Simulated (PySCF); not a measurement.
Highest orbital energy against ionisation energy along the third row

Calculated with PySCF 2.14, no spin-orbit coupling. Each cell gives −ε(HOMO) / ΔSCF in eV; NIST values include spin-orbit coupling, (s) semi-empirical, (t) theoretical.

```json
{"species": "Mg+ (aug-cc-pVTZ, non-relativistic)", "UHF": "14.736 / 14.723", "LDA": "11.991 / 15.350", "PBE": "11.905 / 15.340", "PBE0": "12.711 / 15.234", "r2SCAN": "12.053 / 15.019", "NIST (lowest levels)": "15.035"}
{"species": "Al+ (aug-cc-pV(T+d)Z, non-relativistic)", "UHF": "17.749 / 17.521", "LDA": "14.881 / 18.882", "PBE": "14.775 / 18.752", "PBE0": "15.730 / 18.648", "r2SCAN": "14.927 / 18.368", "NIST (lowest levels)": "18.829"}
{"species": "Si+ (aug-cc-pV(T+d)Z, non-relativistic)", "UHF": "16.203 / 15.827", "LDA": "12.074 / 16.354", "PBE": "12.194 / 16.395", "PBE0": "13.333 / 16.420", "r2SCAN": "12.556 / 16.514", "NIST (lowest levels)": "16.346"}
{"species": "P+ (aug-cc-pV(T+d)Z, non-relativistic)", "UHF": "19.729 / 19.163", "LDA": "14.919 / 19.817", "PBE": "14.989 / 19.783", "PBE0": "16.335 / 19.819", "r2SCAN": "15.414 / 19.948", "NIST (lowest levels)": "19.769 (s)"}
{"species": "S+ (aug-cc-pV(T+d)Z, non-relativistic)", "UHF": "23.463 / 22.721", "LDA": "17.891 / 23.399", "PBE": "17.929 / 23.320", "PBE0": "19.497 / 23.387", "r2SCAN": "18.468 / 23.522", "NIST (lowest levels)": "23.338"}
{"species": "Cl+ (aug-cc-pV(T+d)Z, non-relativistic)", "UHF": "23.653 / 22.593", "LDA": "18.340 / 23.965", "PBE": "18.373 / 23.849", "PBE0": "19.953 / 23.844", "r2SCAN": "18.731 / 23.812", "NIST (lowest levels)": "23.814"}
{"species": "Ar+ (aug-cc-pV(T+d)Z, non-relativistic)", "UHF": "27.633 / 26.372", "LDA": "21.596 / 27.818", "PBE": "21.555 / 27.599", "PBE0": "23.347 / 27.612", "r2SCAN": "22.001 / 27.675", "NIST (lowest levels)": "27.630"}
```

How far is −ε(HOMO) from ΔSCF on average for each method, and why?

UHF 0.61 eV; LDA -4.84 eV; PBE -4.76 eV; PBE0 -3.44 eV; r2SCAN -4.39 eV. Hartree-Fock orbital energies lack relaxation and so exceed the ΔSCF value; semilocal functionals have convex E(N) from self-interaction, so their HOMO lies far too high; exact exchange moves hybrids part of the way back.
